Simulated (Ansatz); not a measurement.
`F[SiH](Cl)[O][GeH3]` + H₂O → `O[SiH](F)[O][GeH3]` + HCl at 500 K and 1 bar (formal hydrolysis of the Si–Cl bond).

Computed with Ansatz on PBE0-D4/def2-TZVP structures; ΔE is electronic, products minus reactants. CCSD(T)/CBS adds triple-zeta CCSD(T) − MP2 to the extrapolated MP2 energy (def2 sets, frozen cores). This one scheme is used for every species. For Ge outer-core shells are correlated without core-valence functions, which leaves a few kJ/mol of doubt a bond. Scalar relativity is left out up to krypton. Each species was taken in one conformer, which may not be the lowest.

| species | CCSD(T)/CBS energy (Eh) | H − E (kJ/mol) | S (J/(mol·K)) |
| --- | --- | --- | --- |
| `F[SiH](Cl)[O][GeH3]` | -3002.53092 | 159.9 | 456.8 |
| H₂O | -76.37941 | 73.2 | 206.3 |
| `O[SiH](F)[O][GeH3]` | -2618.53177 | 195.1 | 456.1 |
| HCl | -460.38127 | 32.5 | 201.9 |

H − E and S are ideal-gas, rigid-rotor, harmonic terms from PBE0-D4/def2-TZVP, for one conformer and one mirror image of each species. 1 Eh = 2625.50 kJ/mol, R = 8.31446 J/(mol·K).

**Question.** By hand: ΔE, ΔH, ΔS and ΔG.

**Answer.** ΔE = (-2618.53177) + (-460.38127) − (-3002.53092) − (-76.37941) = -0.00271 Eh = -7.1 kJ/mol. Δ(H − E) = 195.1 + 32.5 − 159.9 − 73.2 = -5.5, so ΔH = -12.6 kJ/mol. ΔS = 456.1 + 201.9 − 456.8 − 206.3 = -5.1 J/(mol·K). ΔG = -12.6 − 500 × (-5.1)/1000 = -10.1 kJ/mol.

**Question.** By hand: the equilibrium constant, and the temperature at which ΔG would vanish if ΔH and ΔS stayed fixed.

**Answer.** log₁₀ K = −ΔG/(RT ln 10) = 1.1. ΔG = 0 at ΔH/ΔS = 2471 K, though so small a ΔS makes that figure unsure.

The number of gas molecules stays the same, so ΔS is small and ΔH decides. A doubt of 5 kJ/mol in ΔE shifts log₁₀ K by 0.5 here. Other conformers and mirror images would add mixing entropy, several J/(mol·K) or more a flexible species. Modes under 60 cm⁻¹, often nearly free rotors, make the harmonic entropy too high. These are equilibria of isolated gas molecules and say nothing of rates. Largest T1 diagnostic: 0.012 (customary marks: 0.02 for closed shells, 0.045 for open ones).
